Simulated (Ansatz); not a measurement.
`[BH2][GeH2][Br]` + `OB[SiH3]` → `BOB[SiH3]` + `[GeH3][Br]` at 400 K and 1 bar (cleavage of the B–Ge bond).

Isolated molecules relaxed with PBE0-D4/def2-TZVP in Ansatz; ΔE leaves out vibrations. CCSD(T)/CBS adds triple-zeta CCSD(T) − MP2 to the extrapolated MP2 energy (def2 sets, frozen cores). For Br, Ge outer-core shells are correlated without core-valence functions, which leaves a few kJ/mol of doubt a bond. Scalar relativity is left out up to krypton. One conformer a species, not always the lowest.

| species | CCSD(T)/CBS energy (Eh) | H − E (kJ/mol) | S (J/(mol·K)) |
| --- | --- | --- | --- |
| `[BH2][GeH2][Br]` | -4676.63012 | 122.1 | 357.6 |
| `OB[SiH3]` | -392.07510 | 161.1 | 321.7 |
| `BOB[SiH3]` | -417.48760 | 196.2 | 370.6 |
| `[GeH3][Br]` | -4651.26096 | 81.9 | 293.4 |

H − E and S are ideal-gas, rigid-rotor, harmonic terms from PBE0-D4/def2-TZVP, for one conformer and one mirror image of each species. 1 Eh = 2625.50 kJ/mol, R = 8.31446 J/(mol·K).

By hand: ΔE, ΔH, ΔS and ΔG.

ΔE = (-417.48760) + (-4651.26096) − (-4676.63012) − (-392.07510) = -0.04334 Eh = -113.8 kJ/mol. Δ(H − E) = 196.2 + 81.9 − 122.1 − 161.1 = -5.1, so ΔH = -118.9 kJ/mol. ΔS = 370.6 + 293.4 − 357.6 − 321.7 = -15.3 J/(mol·K). ΔG = -118.9 − 400 × (-15.3)/1000 = -112.8 kJ/mol.

By hand: the equilibrium constant, and the temperature at which ΔG would vanish if ΔH and ΔS stayed fixed.

log₁₀ K = −ΔG/(RT ln 10) = 14.7. ΔG = 0 at ΔH/ΔS = 7771 K, far beyond where these terms or the molecules hold.

ΔH outweighs TΔS. A doubt of 5 kJ/mol in ΔE shifts log₁₀ K by 0.7 here. Other conformers and mirror images would add mixing entropy, several J/(mol·K) or more a flexible species. Modes under 60 cm⁻¹, often nearly free rotors, make the harmonic entropy too high. These are equilibria of isolated gas molecules and say nothing of rates. Largest T1 diagnostic: 0.014 (customary marks: 0.02 for closed shells, 0.045 for open ones).
